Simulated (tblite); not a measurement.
Start geometry of `[SiH3][SiH2][SiH2]CC(C=C)=C` from a force field or distance geometry (Å):
```
atom  x, y, z in Å
C1    -2.1161   -0.6484   -1.9934
C2    -1.6379    0.5179   -1.5470
C3    -1.2436    0.8231   -0.1630
C4    -0.8982    2.0963    0.1272
C5    -1.3008   -0.2303    0.9297
Si6    0.0783   -1.4937    0.9525
Si7    2.1390   -0.4704    1.0148
Si8    2.6628    0.1628   -1.1194
H9    -2.3003   -1.5112   -1.3607
H10   -2.3800   -0.7548   -3.0395
H11   -1.5147    1.3148   -2.2672
H12   -0.6324    2.3767    1.1489
H13   -0.8745    2.8785   -0.6014
H14   -2.2591   -0.7524    0.8793
H15   -1.3010    0.2726    1.9063
H16   -0.0085   -2.4176   -0.1952
H17   -0.0791   -2.3288    2.1778
H18    3.1605   -1.4376    1.5281
H19    2.1150    0.6966    1.9548
H20    1.7508    1.2203   -1.6222
H21    2.5898   -0.9995   -2.0427
H22    4.0397    0.7045   -1.1717
```

What comes out of this run: GFN2-xTB geometry optimisation, gas phase in tblite?

```
atom  x, y, z in Å
C1    -2.0937   -0.6909   -1.9166
C2    -1.5721    0.4501   -1.4825
C3    -1.2391    0.7802   -0.1032
C4    -0.7253    1.9802    0.1800
C5    -1.4402   -0.2446    0.9613
Si6   -0.0091   -1.5202    0.9925
Si7    2.0217   -0.4082    0.8968
Si8    2.7133    0.2907   -1.1983
H9    -2.3285   -1.5114   -1.2609
H10   -2.3124   -0.8446   -2.9598
H11   -1.3689    1.2403   -2.1952
H12   -0.4748    2.2683    1.1872
H13   -0.5545    2.7220   -0.5819
H14   -2.3927   -0.7534    0.8218
H15   -1.4793    0.2496    1.9327
H16   -0.1813   -2.4429   -0.1406
H17   -0.2520   -2.3432    2.1888
H18    3.0501   -1.2862    1.4857
H19    2.0062    0.7365    1.8254
H20    1.8722    1.3590   -1.7399
H21    2.6612   -0.8073   -2.1682
H22    4.0888    0.7955   -1.2295
```

The energy falls by 19.2 kJ/mol over 78 L-BFGS steps, the largest force on an atom goes from 1.18 to 0.010 eV/Å, and the atoms move by 0.177 Å rms after alignment. The bond that changes most is C5–Si6 (sp3 carbon bound to silicon to SiH2 silicon), which lengthens by 0.047 Å. Bonds longer at the end by more than 0.005 Å: 4 of 21; shorter: 14. Among the angles that change most is Si6–Si7–Si8, from 107.6° to 116.4°. Rotational constants go from 1354, 771.5, 661.6 to 1338, 805.7, 671.3 MHz. The orientation of the end geometry is arbitrary; only internal coordinates are fixed.

GFN2-xTB frequencies show an imaginary mode (49i cm⁻¹), so the point is no minimum at that level.

All values are computed, not measured.
